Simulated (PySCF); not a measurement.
**Worked example: chemical shift, span and skew from a shielding tensor**

Al(H)(NCO)2 (C2HAlN2O2), SMILES [N]([AlH][N]=C=O)=C=O. Atoms are numbered in the order given.

```xyz
8

Al     0.0000     0.0000     1.1440
H      0.0000     0.0000     2.7083
N      0.0000     1.5126     0.2269
C      0.0000     2.5402    -0.3968
O      0.0000     3.5389    -0.9997
N      0.0000    -1.5126     0.2269
C      0.0000    -2.5402    -0.3968
O      0.0000    -3.5389    -0.9997
```

Geometry optimised at PBE0-D3(BJ)/def2-SVP. The structure was generated by enumeration; whether it is a known compound was not checked. Other conformers were not sampled.

GIAO shieldings from PBE/pcSseg-1 (PySCF), non-relativistic, no solvent. The symmetric part of the tensor of N3 has the principal values 127.1, 148.8, 326.7 ppm. The same nucleus in NH3 has σ = 267.0 ppm at this level (PySCF, at its B3LYP-D3(BJ)/def2-TZVP geometry).

Q: Work out the isotropic shielding, the ¹⁵N shift against NH3, the span and the skew.

A: 
σ(iso) = (σ11 + σ22 + σ33)/3 = 200.9 ppm. δ = σ(ref) − σ(iso) = 267.0 − (200.9) = 66.1 ppm.
Span Ω = σ33 − σ11 = 199.6 ppm. Skew κ = 3(σ(iso) − σ22)/Ω = 0.78. Tumbling in solution averages the tensor to δ; in a static solid the shielding alone would spread this spin-1/2 line over Ω.
